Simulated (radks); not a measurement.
Results of a calculation; reference values are marked as such.
Dipole-allowed excitations along the series with 4 electrons in [He] 2s2. Code: a radial shooting solver on a logarithmic mesh with Libxc functionals. Model: non-relativistic Kohn-Sham, exchange-only LDA, spin-unpolarised, spherical densities, point nucleus. Time-dependent linear response with the Hartree and adiabatic exchange-only LDA kernel, continuum included through the Sternheimer equations. Lines are the poles of the dipole polarisability below minus the highest occupied eigenvalue, found on a grid refined at the orbital gaps; the lowest seven at most are given, and weak or close lines can be missed. The first line takes the name of the lowest orbital gap if no other gap lies below it; otherwise a line is named after a gap within 0.6 % of it, if that gap stands alone.

| species | -e(HOMO) (eV) | lowest orbital gap (eV) | first line (eV) | f | strongest line (eV) | its f | static alpha (bohr^3) |
|---|---|---|---|---|---|---|---|
| S12+ | 620.24 | 2s-2p 31.114 | 42.845 (2s-2p) | 0.208 | 376.29 (2s-3p) | 0.644 | 0.08914 |
| Cl13+ | 715.85 | 2s-2p 33.371 | 45.902 (2s-2p) | 0.195 | 431.78 (2s-3p) | 0.658 | 0.07233 |
| Ar14+ | 818.27 | 2s-2p 35.627 | 48.956 (2s-2p) | 0.183 | 491.04 (2s-3p) | 0.671 | 0.05949 |
| K15+ | 927.48 | 2s-2p 37.881 | 52.011 (2s-2p) | 0.172 | 554.09 (2s-3p) | 0.682 | 0.04952 |
| Ca16+ | 1043.5 | 2s-2p 40.135 | 55.063 (2s-2p) | 0.163 | 620.91 (2s-3p) | 0.692 | 0.04166 |
| Sc17+ | 1166.3 | 2s-2p 42.389 | 58.113 (2s-2p) | 0.154 | 691.52 (2s-3p) | 0.701 | 0.03538 |
